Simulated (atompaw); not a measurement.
**u(r) = r·R(r): atom against pseudo-atom (Au (Z = 79))**

Columns: radius, all-electron u(r) and pseudo u(r) of the 5s shell (level -120.56 eV) of gold in the configuration [Kr] 4d10 4f14 5s2 5p6 5d8 6s0 6p0; LDA (PW92), non-relativistic, PAW (atompaw) scheme, atompaw 4.2.0.5.

```json
{"r (bohr)": "0.075", "all-electron": "-0.1927", "pseudo": "0.2095"}
{"r (bohr)": "0.150", "all-electron": "0.4546", "pseudo": "0.4133"}
{"r (bohr)": "0.225", "all-electron": "0.0398", "pseudo": "0.6059"}
{"r (bohr)": "0.300", "all-electron": "-0.5190", "pseudo": "0.7822"}
{"r (bohr)": "0.375", "all-electron": "-0.6559", "pseudo": "0.9377"}
{"r (bohr)": "0.450", "all-electron": "-0.4215", "pseudo": "1.0689"}
{"r (bohr)": "0.525", "all-electron": "-0.0186", "pseudo": "1.1732"}
{"r (bohr)": "0.600", "all-electron": "0.3958", "pseudo": "1.2488"}
{"r (bohr)": "0.675", "all-electron": "0.7388", "pseudo": "1.2952"}
{"r (bohr)": "0.750", "all-electron": "0.9815", "pseudo": "1.3130"}
{"r (bohr)": "0.825", "all-electron": "1.1254", "pseudo": "1.3038"}
{"r (bohr)": "0.900", "all-electron": "1.1861", "pseudo": "1.2701"}
{"r (bohr)": "0.975", "all-electron": "1.1836", "pseudo": "1.2155"}
{"r (bohr)": "1.050", "all-electron": "1.1365", "pseudo": "1.1436"}
{"r (bohr)": "1.125", "all-electron": "1.0612", "pseudo": "1.0591"}
{"r (bohr)": "1.200", "all-electron": "0.9701", "pseudo": "0.9663"}
{"r (bohr)": "1.275", "all-electron": "0.8722", "pseudo": "0.8696"}
{"r (bohr)": "1.350", "all-electron": "0.7740", "pseudo": "0.7727"}
{"r (bohr)": "1.425", "all-electron": "0.6796", "pseudo": "0.6792"}
{"r (bohr)": "1.500", "all-electron": "0.5916", "pseudo": "0.5916"}
{"r (bohr)": "1.575", "all-electron": "0.5113", "pseudo": "0.5113"}
{"r (bohr)": "1.650", "all-electron": "0.4392", "pseudo": "0.4392"}
{"r (bohr)": "1.725", "all-electron": "0.3753", "pseudo": "0.3753"}
{"r (bohr)": "1.800", "all-electron": "0.3193", "pseudo": "0.3193"}
{"r (bohr)": "1.875", "all-electron": "0.2706", "pseudo": "0.2706"}
{"r (bohr)": "1.950", "all-electron": "0.2285", "pseudo": "0.2285"}
```

(1) How many radial nodes do the two functions have?

(2) At about which radius was the pseudo-wave matched?

(3) Is the pseudo-wave norm-conserving?

Results:

(1) The all-electron 5s function has n − l − 1 = 4 (the table is too coarse to show those close to the nucleus); the pseudo-wave has 0, since the states of the same l below it are removed with the core.

(2) 1.65 bohr. The columns agree to 0.0005 from 1.43 bohr on; several derivatives are matched, so the curves merge somewhat inside the radius.

(3) No, it belongs to a PAW set: the norm inside the radius is not constrained, and the difference is carried by the augmentation charge.
